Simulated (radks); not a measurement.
Results of a calculation; reference values are marked as such.
Ionisation of the iridium ion Ir3+, [Xe] 4f14 5d6, to [Xe] 4f14 5d5 as the strength of local exchange is varied. Code: a radial shooting solver on a logarithmic mesh with Libxc functionals. Model: Dirac Kohn-Sham, Slater X-alpha exchange (alpha = 2/3 is LDA exchange), no correlation, spin-unpolarised, spherical densities, finite nucleus; open shells are shared between the two j in proportion to 2j + 1; Fermi nuclear charge, rms radius 5.4032 fm.

alpha  E(Ir3+) (hartree)  exchange (hartree)  IE (eV)  -e of the level emptied (eV)  <r> of it (bohr)
0.629        -17815.8088           -310.7861   41.530                34.350 (5d5/2)             1.587
0.667        -17834.5948           -329.9242   42.285                35.051 (5d5/2)             1.576
0.713        -17857.3633           -353.1465   43.211                35.911 (5d5/2)             1.562
0.85         -17925.3530           -422.6658   46.041                38.551 (5d5/2)             1.523
0.868        -17934.3059           -431.8395   46.421                38.906 (5d5/2)             1.518
0.912        -17956.2102           -454.3027   47.358                39.784 (5d5/2)             1.506
0.928        -17964.1823           -462.4848   47.702                40.106 (5d5/2)             1.502

NIST Atomic Spectra Database: 40 +/- 1.7 eV (theoretical). The central value is not met in this range of alpha. Spin polarisation and multiplet splitting are left out, so open shells lie too high by an amount that depends on their filling. Sharing an open shell by 2j + 1 raises it above the true ground level by a part of the spin-orbit splitting, which enters the differences from NIST.

Beside tabulated values, note that spin-unpolarised runs miss the spin-polarisation part of the exchange energy of open shells.
